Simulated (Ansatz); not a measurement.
Ansatz (a program for electronic structure) input (CCSD(T)/6-31G):

Ansatz 0.2 input:
```yaml
crystal:
  periodic: [false, false, false]
  atoms:
    - {symbol: Si, position_ang: [-1.58994542, 0.17812781, -0.03070299]}
    - {symbol: Ge, position_ang: [0.64894443, -0.03240287, 0.01452424]}
    - {symbol: H, position_ang: [-1.76202340, -1.34954123, -0.11051380]}
    - {symbol: H, position_ang: [1.60346683, -1.27846952, -0.02336670]}
    - {symbol: H, position_ang: [1.65157078, 1.17111330, 0.09894678]}
basis:
  gaussian:
    orbitals: 6-31G
total_charge: -1
magnetization: {spin_polarized: false}
correlation: {method: ccsd_t, electrons: outside_noble_gas}
```

End of the output:

```
integrals: 0.02 GiB planned
486 factors; integrals over basis functions are off by at most 4.2e-4 eV
mean field: 0.13 GiB planned
mean field evaluation 1: about -64370.5777 eV, gradient 1.2e1 eV
mean field evaluation 2: about -64370.6429 eV, gradient 1.2e1 eV
mean field evaluation 4: about -64371.3777 eV, gradient 1.8e0 eV
mean field evaluation 8: about -64371.4065 eV, gradient 2.5e-1 eV
mean field evaluation 16: about -64370.5779 eV, gradient 1.2e1 eV
mean field evaluation 32: about -64341.9538 eV, gradient 4.0e1 eV
mean field -64371.40782786 eV, -2365.6056051666 hartree, gradient 1.3e-6 eV, S^2 0.000000; 1 other end points of the search recorded, 0 dependent functions left out; unrestricted orbitals would lower it
19 core orbitals not correlated
reference -64371.40782786 eV, -2365.6056051666 hartree; 6, 6 occupied and 23, 23 virtual orbitals, 486 factors
second order -3.06031054 eV of doubles, -0.00000000 eV of singles
coupled cluster: 0.06 GiB planned
cycle   1  -3.58891288 eV  change   -5.3e-1 eV  update   8.2e-2
cycle   2  -3.86798659 eV  change   -2.8e-1 eV  update   3.6e-2
cycle   3  -3.89674013 eV  change   -2.9e-2 eV  update   1.2e-2
cycle   4  -3.89574992 eV  change    9.9e-4 eV  update   4.9e-3
cycle   5  -3.89461439 eV  change    1.1e-3 eV  update   1.4e-3
cycle   6  -3.89446623 eV  change    1.5e-4 eV  update   3.9e-4
cycle   7  -3.89445745 eV  change    8.8e-6 eV  update   1.2e-4
cycle   8  -3.89447151 eV  change   -1.4e-5 eV  update   3.4e-5
cycle   9  -3.89445814 eV  change    1.3e-5 eV  update   1.0e-5
cycle  10  -3.89445672 eV  change    1.4e-6 eV  update   3.1e-6
coupled cluster: 0.06 GiB planned
perturbative correction -0.11473439 eV, -0.0042164112 hartree
Total energy: -64375.41701898 eV, -2365.7529402226 hartree
```

It need not be the lowest isomer of its formula. Whether it binds its extra electron was not tested at this geometry.
